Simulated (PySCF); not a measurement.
Species: GeH6OSi.
SMILES: `[SiH3][O][GeH3]`

All values: B3LYP/def2-SVPD (PySCF, non-relativistic), on one gas-phase PBE0-D3(BJ)/def2-SVP geometry that isn't relaxed in the solvent. The solvent is an IEF-PCM continuum (Bondi radii, 1.10 Å for H, scaled by 1.2), and excitations are vertical TDDFT with non-equilibrium linear response and a frozen core. The model holds no explicit solvent molecules, cavitation or dispersion. Spin–orbit coupling is left out although an atom past zinc is present.

```
run  E − E(gas) (kcal/mol)  HOMO (eV)  HOMO–LUMO gap (eV)  dipole (D)  lowest singlet (eV)  static polarisability (au)
gas                   0.00      -8.22                7.62        1.18                 6.50                        62.5
  P                  -1.13      -8.17                7.70        1.50                 6.56                        80.9
  Q                  -0.82      -8.17                7.68        1.41                 6.55                        75.6
```

Question: The runs were made in acetone and chloroform. Which run belongs to which solvent?

Answer: P = acetone, Q = chloroform. The dielectric constants are 4.711 (chloroform), 20.49 (acetone), and the energy falls further as ε rises. The optical constants n² used for the excitations are 2.09, 1.85 in the same order. In this model the ground state sees the solvent through ε alone.

Question: How constant is the ratio of the lowering to (ε − 1)/(2ε + 1)?

Answer: 
```tsv
solvent	(ε − 1)/(2ε + 1)	E − E(gas) (kcal/mol)	ratio (kcal/mol)	polarisation term (kcal/mol)
chloroform	0.356	-0.82	-2.3	-0.90
acetone	0.464	-1.13	-2.4	-1.28
```

The ratio changes by +5.1 % in size from chloroform to acetone. The polarisation term is half the interaction of the solute with the induced surface charges.

On one thread of an Arm Neoverse V1, shared host with 32 logical CPUs at a one-minute load of 16, this took 8.5 s of wall time and 0.66 GiB of memory at its peak. This is the whole response run at B3LYP/def2-SVPD in acetone, SCF included.
